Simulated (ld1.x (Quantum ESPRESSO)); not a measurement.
What one change does to a pseudopotential (bismuth, TM)

* Element: Bi
* Generator: ld1.x (Quantum ESPRESSO) 7.5
* Type: norm-conserving Troullier–Martins (Kleinman–Bylander form)
* Functional: PBE
* Relativity: scalar-relativistic
* Frozen core: [Xe] 4f14 5d10
* Valence charge: 5
* Reference configuration: 6s1 6p4
* Partial waves: 6s (bound): rc 1.80 bohr; 6p (bound): rc 2.65 bohr; 6d channel at 0.45 Ry: rc 2.70 bohr
* Local potential: all-electron potential smoothed inside 1.75 bohr (lloc = -1)
* Core correction: Bessel-smoothed model core, default radius (core density twice the valence density)

All-electron outer shells of the reference configuration (PBE, scalar-relativistic, ld1.x):

| shell | level (eV) | outermost node (bohr) | outermost maximum (bohr) |
| --- | --- | --- | --- |
| 5p | -97.60 | 0.48 | 0.86 |
| 5d | -28.70 | 0.51 | 1.03 |
| 6s | -15.50 | 0.98 | 1.86 |
| 6p | -5.24 | 1.14 | 2.41 |

Change: core correction none.

Cutoffs: the cutoffs (Ry, on a coarse ladder) from which the occupation-weighted sum of valence levels, in a spherical-Bessel basis at the reference potential, stays within 10 and 1 mRy of its value at 400 Ry; they do not see the model core or the augmentation charge, which bear on the density cutoff. Errors are all-electron minus pseudo energies relative to the spin-unpolarised reference configuration.

Q: What does the change do?

A: The potential gets neither clearly harder nor softer (21 Ry and 35 Ry → 21 Ry and 35 Ry); both files keep a bound ghost (s); of the 7 tests that both files solve, the error grows in 5 and shrinks in 2 by more than 15 % and 0.3 meV (median size 19.7 → 27.5 meV). The default core radius of the base comes out at 1.81 bohr.

| quantity | base | changed |
| --- | --- | --- |
| cutoff, loose | 21 Ry | 21 Ry |
| cutoff, tight | 35 Ry | 35 Ry |
| bound ghosts | s | s |
| error for 6s2 6p3, meV [ΔE -10.08 eV] | -18 | +24 |
| error for 6s2 6p2, meV [ΔE -2.17 eV] | -20 | +28 |
| error for 6s2 6p1, meV [ΔE 13.08 eV] | -32 | +62 |
| error for 6s2 6p0, meV [ΔE 36.42 eV] | -164 | +101 |
| error for 6s1 6p3, meV [ΔE 8.65 eV] | +2.3 | +21 |
| error for 6s1 6p0, meV [ΔE 81.83 eV] | -614 | +173 |
| error for 6s2 6p3.3, meV [ΔE -11.18 eV] | -15 | +26 |
| s: phases at 2.97 bohr within 0.05 rad from the reference energy up to (Ry; the scan ends near 5) | 1.7 | 1.7 |
| p: phases at 2.97 bohr within 0.05 rad from the reference energy up to (Ry; the scan ends near 5) | 0.1 | 0.1 |
| d: phases at 2.97 bohr within 0.05 rad from the reference energy up to (Ry; the scan ends near 5) | 0.7 | 0.7 |

 A true bound ghost makes a file unfit for plane-wave use even where its test errors are small: the radial tests pick states by their node count and pass the ghost by.
